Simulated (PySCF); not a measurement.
Cl2OTa, doublet (typed; the unrestricted solution is spin-contaminated), geometry from GFN2-xTB (such geometries of metal compounds can be far from the true shape) (the multiplicity is a formal guess) (core potentials on Ta), with bond 2-1 at 1.3 times its length. Base run: B3LYP/def2-SVP (PySCF).

Input for PySCF:
```python
from pyscf import gto, scf, dft

mol = gto.M(
    atom='''
Ta   -0.16574154   -0.14786871   -0.03004615
O    -1.79884496   -1.60486560   -0.32610029
Cl   -0.33742720    1.93896960   -0.71580246
Cl    1.71830554   -0.70699898    0.96613244
''',
    basis='def2-svp',
    ecp={'Ta': 'def2-svp'},
    spin=1,
    verbose=4,
)

mf = dft.UKS(mol)
mf.xc = 'b3lyp'
mf.kernel()
```

Variants of this job, named by their change:

| change | ΔE vs base (µEh) | SCF cycles | <S^2> | outcome |
|---|---|---|---|---|
| base | 0.0 | 20 | 0.994 | converged |
| level_shift = 0.5 (with mf.max_cycle = 100) | 0.0 | 52 | 0.994 | converged |
| diis_space = 2 | - | 50 | - | not converged |
| init_guess = mod_huckel | 0.0 | 22 | 0.994 | converged |
| init_guess = vsap | - | - | - | input refused |
| damp = 0.5; diis_start_cycle = 5 | 0.0 | 28 | 0.994 | converged |
| conv_tol = 1e-6 | 0.3 | 17 | 0.994 | converged |
| diis_space = 12 | 0.0 | 20 | 0.994 | converged |
| level_shift = 0.1 (with mf.max_cycle = 100) | 0.0 | 26 | 0.994 | converged |
| conv_tol = 1e-11 | 0.0 | 22 | 0.994 | converged |
| init_guess = sap | 0.0 | 25 | 0.994 | converged |
| diis = off (with mf.max_cycle = 100) | - | 100 | - | not converged |
| diis = off; damp = 0.6 (with mf.diis_start_cycle = 200; with mf.max_cycle = 150) | - | 150 | - | not converged |

Open shells are given as the SCF converged; they aren't shown to be the lowest states, and a large step between rows can be another state.

- init_guess = vsap: ended with `AssertionError: ECP or PP not supported`
